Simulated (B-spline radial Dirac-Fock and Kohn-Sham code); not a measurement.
## Subshell photoionisation cross sections of Mo³⁺ against photon energy

System: molybdenum as Mo³⁺, [Kr] 4d3.

The run's input, task.json:

```json
{"items": [{
  "Z": 42,
  "q": 3,
  "cfg": [[1, 0, 2], [2, 0, 2], [2, 1, 6], [3, 0, 2], [3, 1, 6], [3, 2, 10], [4, 0, 2], [4, 1, 6], [4, 2, 3]],
  "A": 98,
  "rrms": 4.4091,
  "do": ["binding", "quiet", "photo"],
  "hv": [27.4, 27.5, 29.1, 71.3, 90.8, 111.0, 126.0, 144.0, 148.0, 246.0, 384.0, 385.0, 508.0, 631.0, 946.0, 1250.0, 1640.0, 8190.0, 8630.0, 11000.0, 29300.0, 30200.0, 135000.0, 143000.0]
}]}
```

Launch: `python xray_run.py task.json out`

The computed values come from a B-spline atomic structure program: independent-particle photoionisation in a Dirac-Hartree-Slater potential with a Latter tail, all multipoles, thresholds from Dirac-Fock ΔSCF. Values are in kb; a dash marks an energy below the computed threshold.

```
hν (eV)        3s     3p3/2        4s     4p1/2     4p3/2
   90.8         –         –         –       193       404
    111         –         –       233       140       327
    126         –         –       224       128       307
    144         –         –       204       121       289
    148         –         –       199       120       285
    246         –         –       112      88.3       197
    384         –         –      59.4      55.9       119
    385         –         –      59.2      55.8       119
    508         –       408      38.4      38.8      80.6
    631       118       330      27.0      28.4      57.9
    946      68.2       188      13.6      14.7      29.2
   1250      44.2       116      8.39      8.87      17.4
   1640      28.1      68.4      5.18      5.22      10.1
   8190      1.20      1.20     0.212     0.102     0.180
   8630      1.07      1.03     0.189    0.0878     0.155
  11000     0.626     0.497     0.110    0.0433    0.0752
  29300    0.0590    0.0211    0.0103   0.00201   0.00324
  30200    0.0546    0.0191   0.00956   0.00182   0.00293
 135000  0.000902  9.95e-05  0.000158  1.13e-05  1.54e-05
 143000  0.000765  8.12e-05  0.000134  9.31e-06  1.26e-05
```

At 143000 eV the multipoles beyond E1 give 33.3 % of 3s, 46.3 % of 3p3/2, 33.3 % of 4s, 48.4 % of 4p1/2, 46.2 % of 4p3/2.

Run: 4.1 s of CPU time on 1 thread of Intel(R) Xeon(R) Platinum 8375C CPU @ 2.90GHz (shared host), peak memory 0.36 GiB.
